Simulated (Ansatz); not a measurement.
A structure relaxed at r2SCAN-D4/def2-SVP in Ansatz, charge 0, singlet:

Cartesian coordinates in Å:
```
Zn -3.601 0.319 -0.882
Zn 3.378 -1.328 1.053
Zn -1.950 0.716 1.278
Zn 3.660 0.491 -0.385
Zn 1.060 2.881 -0.856
Zn -1.563 2.716 -0.508
Zn -0.381 -1.722 1.605
Zn -2.254 -1.988 -0.318
Zn 1.110 -2.159 -0.577
Zn 1.257 0.750 0.908
O 2.407 1.887 -0.170
O -0.386 1.671 0.846
O 1.396 -1.099 1.430
O 2.580 -1.020 -1.316
O 3.034 -2.354 -0.676
O -3.107 1.788 0.055
O -0.393 3.665 -1.511
O -0.551 -2.757 -0.086
O -2.152 -1.109 1.556
O -3.545 -1.347 -1.444
```

(1) Give its formula.

(2) Summarise the bond lengths by kind (pairs closer than 1.2 times the sum of covalent radii, bridged metal pairs left out).

Results:

(1) the cluster Zn10O10.

(2) 26 × O–Zn 1.76 to 2.08 Å; 1 × Zn–Zn 2.34 Å; 1 × O–O 1.55 Å.

Single mean-field runs in def2-SVP are fitted with def2-universal-jkfit. The structure holds one bond between oxygen atoms, so isomers without such links may lie far lower. The restricted singlet is unstable towards broken spin symmetry in Hartree–Fock (as tested in another run); at r2SCAN-D4/def2-SVP this wasn't settled. Another isomer (singlet) lies 1.91 eV lower at PBE0-D4/def2-TZVP; other spin states weren't run for this one.
